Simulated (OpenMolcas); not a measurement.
An OpenMolcas run meant for Be II (ANO-R3, X2C; inactive shells 1s; intended active space 1 electron in 4 orbitals (2s 2p)). One step of its input:

```
&RASSCF
FileOrb=start.orb
Symmetry=1
Spin=3
nActEl=1 0 0
Inactive=1 0
Ras2=1 3
CIRoot=1 1 1
SDav=1
CIMx=300
Iter=75 100
PrWF=0.3
OrbListing=Nothing
MaxOrb=0
Atom
CIOnly
>>> COPY $Project.JobIph JOB001
```

Lines from the output:

```
--- SEWARD ---
Basis set label: BE.ANO-R...5S4P2D1F.

      Electronic valence basis set:
      ------------------
      Associated Effective Charge   4.000000 au
      Associated Actual Charge      4.000000 au
      Nuclear Model: Finite nucleus - Gaussian distribution
        Gaussian exponent, Xi/bohr**(-2):  7.87888E+08

      Shell  nPrim  nBasis  Cartesian Spherical Contaminant
         s      11       5        X
         p       7       4        X
         d       3       2                 X
         f       2       1                 X
                  Relativistic X2C integrals
                  Atomic mean-field integrals
--- RASSCF ---

 Nr of active orbitals     NAC=   4
 Spin degeneracy         ISPIN=   3
 There can be no such wave function.
 ************************************************
--- Stop Module: rasscf at  /rc=_RC_INPUT_ERROR_ ---
.####################.
.# User input error #.
.####################.
```

Problem. What is wrong with the input?

Solution. The spin multiplicity does not fit the number of active electrons: an even count needs an odd multiplicity and the reverse.
